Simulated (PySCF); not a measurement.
C4H7ClSi, SMILES C=C=C(C)[SiH2]Cl. Geometry: TPSSh-D3(BJ)/def2-SVP. The structure was generated by enumeration, and PubChem lists no compound with its InChIKey, so it may never have been made. One conformer was computed; it need not be the lowest.

Give the equilibrium geometry at TPSSh-D3(BJ)/def2-SVP (PySCF confirms it by a frequency run) as Cartesian coordinates in Å. (An estimate is asked for; the answer gives what the named calculation found.)

One answer among several that fit: 
```xyz
13

C      3.1338     0.4844     0.0798
C      1.9517    -0.0781    -0.0159
C      0.7514    -0.6093    -0.1221
C      0.4257    -2.0481     0.2330
Si    -0.5905     0.5342    -0.7462
Cl    -2.1379     0.5816     0.6543
H      3.8364     0.4794    -0.7602
H      3.4559     0.9734     1.0053
H      0.0435    -2.5882    -0.6492
H     -0.3634    -2.0777     1.0015
H      1.3112    -2.5772     0.6121
H     -1.1882     0.0265    -2.0086
H     -0.0601     1.9048    -0.9260
```
Charge 0, spin multiplicity 1.
